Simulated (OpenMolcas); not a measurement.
Re5+ among 6 point charges of -1.36 e arranged as an octahedron (Oh), 2.17 Å from the ion.
```
   2.1700    0.0000    0.0000  -1.36
   0.0000    2.1700    0.0000  -1.36
  -2.1700    0.0000    0.0000  -1.36
   0.0000   -2.1700    0.0000  -1.36
   0.0000    0.0000    2.1700  -1.36
   0.0000    0.0000   -2.1700  -1.36
```

```
Program             : OpenMolcas
Method              : SS-CASPT2, IPEA 0.25 Eh, imaginary shift 0.1 Eh (closed shells correlated: 5s 5p)
Basis               : ANO-RCC-VTZP [8s7p5d3f2g1h]
Scalar Hamiltonian  : DKH2, point nucleus
Active space        : 2 electrons in 5 orbitals (5d)
State averaging     : 2S+1 = 3 even, 10 roots; 2S+1 = 1 even, 15 roots
Spin-orbit coupling : RASSI with atomic mean-field integrals over the reference wave functions
```

(1) What is the spin-free ground state (labels of O, the rotations of Oh)?

(2) Where is the first state of the same spin?

(3) What are the lowest two levels with spin-orbit coupling?

(4) What is χT at 300 K, and how does it compare with the textbook value?

(5) Which ligand-field parameters describe the states?

## Answers

(1) 3T1, 3-fold in its orbital part, 99 % from free-ion F terms; it has the highest spin that d2 allows.

(2) 3T2 at 4180 cm-1 above the ground state.

(3) A 2-fold level E, then a 3-fold level T2 960 cm-1 above it. Their leading multiplicities are 3 (92 %) and 3 (89 %).

(4) The lowest level has 2S+1 = 3, for which the spin-only value is χT = S(S+1) / 2 = 1.000 cm3 K/mol (g = 2). The computed 0.114 at 300 K differs by -0.886, through orbital momentum, spin-orbit coupling and any other state in reach. With a threefold ground state the orbital momentum is unquenched, so the spin-only value is not expected to hold.

(5) A least-squares ligand-field fit to the states below 45000 cm-1, each weighted by its degeneracy and with a free common offset, gives 10Dq = 5360 cm-1, B = 776 cm-1 and C = 3008 cm-1 (C/B = 3.88), with an rms deviation of 245 cm-1. 

Roots that are degenerate in the reference are averaged as groups; the widest CASPT2 spread within a group is 320 cm-1 (the 3-fold group of multiplicity 1 near 19900 cm-1 above the lowest state of its run). Shifts and gaps below about the spread of the groups concerned are not significant. Spin-orbit coupling mixes the spin-free states strongly: the lowest level takes only 68 % from its leading state, 3T1. This field is weak: 10Dq is about 5360 cm-1, while octahedral complexes of 5d ions of charge 3 and more, computed by the same method with explicit ligands, had a median near 35000 cm-1. Ground spin and moment need not be those of a real site. Free-ion shares, where given, are those of the reference states; single-state CASPT2 does not remix them. This is an electrostatic model: the charges have no orbitals. No measured value stands beside these numbers.
